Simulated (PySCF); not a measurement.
B(Me)(OMe)(NH2) (C2H8BNO), SMILES COB(C)N.

Coordinates come from a B3LYP-D3(BJ)/def2-SVP optimisation. This is a generated structure with no PubChem entry under its InChIKey; it may be hypothetical. One conformer was computed; it need not be the lowest.

Vertical ionisation energy (IE) and electron affinity (EA) in eV. Rows of orbital energies are one-electron estimates. Where ΔSCF, EOM or ADC give a negative EA the extra electron is unbound and the value depends on the basis.

| level | IE | EA |
|---|---|---|
| −ε(HOMO), −ε(LUMO), CAM-B3LYP/def2-TZVP (PySCF) | 9.08 | -1.51 |
| −ε(HOMO), −ε(LUMO), PBE/def2-TZVP (PySCF) | 6.16 | -0.02 |
